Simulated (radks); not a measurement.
Neutral argon inside a hard spherical wall (all orbitals vanish at R), configuration held at [Ar] and not refilled when levels cross. Method: non-relativistic Kohn-Sham, LDA (Slater exchange, Perdew-Wang correlation), spin-unpolarised, spherical densities, point nucleus; computed with a radial shooting solver on a logarithmic mesh with Libxc functionals. Eigenvalues in eV, with the zero of energy where the potential of the charges vanishes at infinity; a dash marks a level that is unbound or too diffuse for the functional's potential to be trusted. A positive occupied level is held by the wall or, in an anion where self-interaction has pushed it up, behind a barrier. The pressure on the wall is -dE/dV.

R (bohr) = free: E (hartree) -525.93979; kinetic (hartree) 524.967; e(2s) -293.72; e(2p) -229.75; e(3s) -24.034; e(3p) -10.401; e(4s, empty) -0.260; e(4p, empty) -; pressure (GPa) 0
R (bohr) = 12: E (hartree) -525.93979; kinetic (hartree) 524.967; e(2s) -293.72; e(2p) -229.75; e(3s) -24.034; e(3p) -10.401; e(4s, empty) -0.066; e(4p, empty) 1.273; pressure (GPa) < 0.0001
R (bohr) = 10: E (hartree) -525.93979; kinetic (hartree) 524.967; e(2s) -293.72; e(2p) -229.75; e(3s) -24.034; e(3p) -10.400; e(4s, empty) 0.174; e(4p, empty) 1.859; pressure (GPa) 0.000110
R (bohr) = 6: E (hartree) -525.93670; kinetic (hartree) 524.996; e(2s) -293.53; e(2p) -229.56; e(3s) -23.890; e(3p) -10.256; e(4s, empty) 3.246; e(4p, empty) 6.928; pressure (GPa) 0.355
R (bohr) = 5: E (hartree) -525.92156; kinetic (hartree) 525.110; e(2s) -292.93; e(2p) -228.96; e(3s) -23.454; e(3p) -9.803; e(4s, empty) 6.871; e(4p, empty) 11.868; pressure (GPa) 3.05
R (bohr) = 3: E (hartree) -525.17643; kinetic (hartree) 528.755; e(2s) -281.20; e(2p) -217.04; e(3s) -15.292; e(3p) -0.654; e(4s, empty) 46.166; e(4p, empty) 56.182; pressure (GPa) 397
R (bohr) = 2: E (hartree) -519.56296; kinetic (hartree) 547.760; e(2s) -244.52; e(2p) -179.29; e(3s) 18.076; e(3p) 36.147; e(4s, empty) 172.66; e(4p, empty) 182.58; pressure (GPa) 8560
R (bohr) = 1.5: E (hartree) -504.31069; kinetic (hartree) 588.560; e(2s) -194.73; e(2p) -127.05; e(3s) 91.109; e(3p) 111.08; e(4s, empty) 400.87; e(4p, empty) 397.21; pressure (GPa) 59200
